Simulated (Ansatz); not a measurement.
Reaction (isomerisation): `N[CH]([SiH3])[InH2]` → `C[N]([SiH3])[InH2]`

Isolated molecules relaxed with PBE0-D4/def2-TZVP in Ansatz; ΔE leaves out vibrations. CBS: MP2 limit from def2 TZ/QZ plus the TZ coupled-cluster correction, frozen cores. DFT in def2-TZVPP. def2 core potentials past Kr. For In outer-core shells are correlated without core-valence functions, which leaves a few kJ/mol of doubt a bond. One conformer a species, not always the lowest.

`N[CH]([SiH3])[InH2]`:

```xyz
12

N    -0.961   -1.037    0.988
C    -0.148    0.101    0.561
Si   -0.986    1.029   -0.829
In    1.939   -0.333    0.008
H    -1.115   -1.685    0.226
H    -0.518   -1.566    1.729
H    -0.082    0.821    1.387
H    -2.356    1.497   -0.482
H    -1.101    0.139   -2.023
H    -0.143    2.197   -1.209
H     3.176    0.860   -0.189
H     2.296   -2.024   -0.166
```

`C[N]([SiH3])[InH2]`:

Z-matrix (Å, degrees):
```
C
N 1 1.457
H 1 1.098 2 111.9
H 1 1.094 2 111.5 3 119.9
H 1 1.098 2 111.9 3 -120.3
Si 2 1.718 1 116.6 3 59.9
In 2 2.039 1 120.2 3 -120.1
H 6 1.494 2 112.0 1 -59.7
H 6 1.487 2 108.2 1 -180.0
H 6 1.494 2 112.0 1 59.7
H 7 1.707 2 116.5 1 -179.9
H 7 1.715 2 111.2 1 0.1
```

```csv
species,BLYP-D4 energy (Eh)
`N[CH]([SiH3])[InH2]`,-577.21038
`C[N]([SiH3])[InH2]`,-577.25386
```

(1) Work out ΔE.

Largest T1 diagnostic among the species: 0.015.

Answers

(1) ΔE = (-577.25386) − (-577.21038) = -0.04348 Eh = -114.2 kJ/mol. CCSD(T)/CBS gives -121.6 kJ/mol.

At CCSD(T), def2-SVP lies −3.4 kJ/mol from the extrapolated value and def2-TZVPP +0.1 kJ/mol. Leaving LDA and LC-ωPBE aside and taking each functional with its dispersion term where it has one, the values, not all of them listed here, spread over 20.2 kJ/mol, from BHLYP-D4 to PBE-D4. LDA lies −3.3 kJ/mol from PBE without D4.
